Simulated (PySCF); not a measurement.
Compound: C7H13NP (charge +1).
Geometry (PBE0-D3(BJ)/def2-SVP, Å), atoms numbered from 1 in this order:
```xyz
22
C7H13NP angstrom
C      2.4259    1.0643    0.5275
C      1.8736   -0.2971    0.1260
P      0.0779   -0.3184   -0.0811
N     -0.3431   -1.8258   -0.5825
C     -1.7149   -2.1935   -0.9120
C     -0.7596    0.3649    1.3636
C     -1.3793    1.4946    0.9801
C     -1.2389    1.8330   -0.4610
C     -0.5235    0.9589   -1.1906
H      3.5183    0.9972    0.6230
H      2.0261    1.4006    1.4945
H      2.2037    1.8327   -0.2265
H      2.1065   -1.0691    0.8799
H      2.2864   -0.6458   -0.8354
H      0.2756   -2.5845   -0.3091
H     -2.2943   -2.5088   -0.0302
H     -1.7037   -3.0114   -1.6448
H     -2.2228   -1.3370   -1.3780
H     -0.7389   -0.0528    2.3712
H     -1.9498    2.1358    1.6572
H     -1.6960    2.7353   -0.8759
H     -0.3017    1.0219   -2.2566
```

All values: PBE0/pcSseg-1 (PySCF, non-relativistic), on one gas-phase PBE0-D3(BJ)/def2-SVP geometry that isn't relaxed in the solvent. The solvent is an IEF-PCM continuum (cavity from Bondi-type radii × 1.2). Specific hydrogen bonds and non-electrostatic terms are outside this model.

| run | E − E(gas) (kcal/mol) | HOMO (eV) | HOMO–LUMO gap (eV) |
| --- | --- | --- | --- |
| gas | 0.00 | -11.61 | 4.91 |
| P | -39.58 | -8.44 | 4.91 |
| Q | -48.98 | -7.72 | 4.91 |

Problem. The runs were made in chloroform and methanol. Which run belongs to which solvent?

Solution. P = chloroform, Q = methanol. The dielectric constants are 4.711 (chloroform), 32.61 (methanol), and the energy falls further as ε rises. In this model the ground state sees the solvent through ε alone.

Problem. How constant is the ratio of the lowering to 1 − 1/ε?

Solution. 
```
   solvent  1 − 1/ε  E − E(gas) (kcal/mol)  ratio (kcal/mol)  polarisation term (kcal/mol)
chloroform    0.788                 -39.58             -50.2                        -39.96
  methanol    0.969                 -48.98             -50.5                        -49.77
```

The ratio changes by +0.6 % in size from chloroform to methanol. The polarisation term is half the interaction of the solute with the induced surface charges.

On one thread, Arm Neoverse V2 (aarch64), no GPU, shared host, this took 46 s of wall time and 1.3 GiB of memory at its peak. This is the whole shielding run at PBE0/pcSseg-1 in methanol, SCF included.
